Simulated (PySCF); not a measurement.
Match the calculated data to a structure.

All candidates are C4H6ClFSi.

| technique | computed result |
| --- | --- |
| 1H NMR | chemical shifts (computed TMS as zero) by class: 2.09 (3 H), 0.52 (3 H) ppm [GIAO PBE0/pcSseg-1] |
| Rotational structure | rotational constants A, B, C: 2.440, 0.962, 0.856 GHz [GFN2-xTB] |
| Dipole | 3.22 D [wB97X-D/def2-SVPD] |
| UV, first state | lowest singlet excitation: 5.99 eV (207 nm, f = 0.000) [TDDFT wB97X-D/def2-SVPD] |
| Triplet | lowest triplet excitation (Tamm–Dancoff): 5.07 eV [TDA wB97X-D/def2-SVPD] |
| UV, strongest line | among the 8 lowest singlet transitions: S8 at 8.50 eV (146 nm, f = 1.009) [TDDFT wB97X-D/def2-SVPD] |
| NMR, other nuclei | isotropic shieldings of nuclei other than C and H, by class: 309 (1 F), 358 (1 Si), 876 (1 Cl) ppm [GIAO PBE0/pcSseg-1] |
| 13C NMR | chemical shifts (computed TMS as zero) by class: 111.9 (1 C), 84.3 (1 C), 5.5 (1 C), 5.4 (1 C) ppm [GIAO PBE0/pcSseg-1] |
| Polarisability | 84.5 au [wB97X-D/def2-SVPD] |

Gas-phase values; electronic properties from PySCF, density fitting. Levels stand in brackets. Isolated species at its GFN2-xTB geometry, gas phase. NMR values are class means; diastereotopic atoms form classes of their own.

Task: Which candidate is it?
A. `CC#C[Si@](C)(F)Cl`
B. `FC[C@]1(Cl)C=C[SiH2]1`
C. `C#CC[SiH2][C@@H](F)Cl`

Result: A. It is `CC#C[Si@](C)(F)Cl`. Numbering: `[CH3:1][C:2]#[C:3][Si@:4]([CH3:5])([F:6])[Cl:7]`. Its formula, C4H6ClFSi, gives 2 degrees of unsaturation: 0 rings and 2 π bonds in the structure found. 4 carbons fall into 4 classes; from least to most shielded: alkyne carbon [C2] (111.9 ppm), alkyne carbon [C3] (84.3 ppm), Si-methyl carbon [C5] (5.5 ppm), propargylic carbon [C1] (5.4 ppm). Hydrogen classes from least to most shielded: 3 H on a propargylic carbon, C1 (2.09 ppm), 3 H on an Si-methyl carbon, C5 (0.52 ppm). The other shieldings belong to: 309 ppm, silicon-bound fluorine [F6]; 358 ppm, fluorine-bound silicon [Si4]; 876 ppm, silicon-bound chlorine [Cl7]. The optimised geometry has point group C1 and is an asymmetric top.

The others, at the same levels:
- `FC[C@]1(Cl)C=C[SiH2]1` fails: its computed 13C shifts are 165.8 (1 C), 146.5 (1 C), 94.9 (1 C), 72.0 (1 C) ppm, 1H shifts are 7.07 (1 H), 6.53 (1 H), 5.32 (1 H), 5.21 (1 H), 5.05 (1 H), 4.94 (1 H) ppm and rotational constant A is 2.106 GHz (against 2.440 GHz).
- `C#CC[SiH2][C@@H](F)Cl` fails: its computed 13C shifts are 105.7 (1 C), 84.2 (1 C), 75.0 (1 C), 1.4 (1 C) ppm, 1H shifts are 6.83 (1 H), 4.29 (1 H), 4.18 (1 H), 2.11 (1 H), 1.78 (1 H), 1.40 (1 H) ppm and rotational constant A is 3.115 GHz (against 2.440 GHz).

Each candidate is one conformer, not necessarily the lowest. The conformers computed, where there is a choice (atom-mapped SMILES and torsion angles):
- `[F:1][CH2:2][C@:3]1([Cl:4])[CH:5]=[CH:6][SiH2:7]1`: F1–C2–C3–Cl4 -81°
- `[CH:1]#[C:2][CH2:3][SiH2:4][C@@H:5]([F:6])[Cl:7]`: C2–C3–Si4–C5 62°, C3–Si4–C5–F6 61°
